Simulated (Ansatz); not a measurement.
Reaction (formal hydrolysis of the Si–N bond): `N[Si](O)([SiH3])Cl` + H₂O → `O[Si](O)([SiH3])Cl` + NH₃

Gas-phase electronic energies from Ansatz, PBE0-D4/def2-TZVP geometries. CBS: MP2 limit from def2 TZ/QZ plus the TZ coupled-cluster correction, frozen cores. This one scheme is used for every species. DFT in def2-TZVPP. One conformer a species, not always the lowest.

`N[Si](O)([SiH3])Cl`:

Z-matrix (Å, degrees):
```
Si
O 1 1.643
Si 1 2.337 2 111.6
N 1 1.695 2 111.6 3 124.0
Cl 1 2.069 2 107.2 3 -119.0
H 2 0.959 1 117.7 3 68.9
H 3 1.486 1 110.9 2 -166.7
H 3 1.488 1 109.6 2 -46.2
H 3 1.490 1 110.0 2 72.8
H 4 1.007 1 120.5 2 -76.9
H 4 1.008 1 121.1 2 72.9
```

H₂O:

Z-matrix (Å, degrees):
```
O
H 1 0.960
H 1 0.960 2 105.1
```

`O[Si](O)([SiH3])Cl`:

```xyz
10

O    -0.182    1.929    0.225
Si   -0.268    0.434   -0.439
O     0.612    0.425   -1.807
Si    0.523   -1.286    0.921
Cl   -2.272    0.080   -0.840
H    -0.941    2.239    0.721
H     0.479    1.135   -2.440
H    -0.265   -1.290    2.182
H     1.958   -1.072    1.243
H     0.354   -2.593    0.235
```

NH₃:

Z-matrix (Å, degrees):
```
N
H 1 1.013
H 1 1.013 2 107.1
H 1 1.013 2 107.1 3 -114.5
```

```json
{"species": "`N[Si](O)([SiH3])Cl`", "RPA@PBE/def2-TZVPP energy (Eh)": "-1171.81979"}
{"species": "H₂O", "RPA@PBE/def2-TZVPP energy (Eh)": "-76.45633"}
{"species": "`O[Si](O)([SiH3])Cl`", "RPA@PBE/def2-TZVPP energy (Eh)": "-1191.69675"}
{"species": "NH₃", "RPA@PBE/def2-TZVPP energy (Eh)": "-56.59828"}
```

Q: Work out ΔE.

A: ΔE = (-1191.69675) + (-56.59828) − (-1171.81979) − (-76.45633) = -0.01891 Eh = -11.9 kcal/mol. CCSD(T)/CBS gives -11.2 kcal/mol.

Largest T1 diagnostic among the species: 0.012.

The D4 term adds +0.9 kcal/mol with B3LYP and +0.5 kcal/mol with PBE0; it sums over pairs of atoms, weighted by their polarisabilities, and B3LYP, whose exchange is more repulsive, gets the larger term. In def2-TZVPP, CCSD(T) changes the Hartree–Fock value by +1.8 kcal/mol (the triples alone add +0.2 kcal/mol) and MP2 by +2.1 kcal/mol. Leaving LDA and LC-ωPBE aside and taking each functional with its dispersion term where it has one, the values, not all of them listed here, spread over 2.2 kcal/mol, from B97M-V to revPBE-D4.

B3LYP here is the variant with VWN-RPA as its local correlation; programs differ in this.
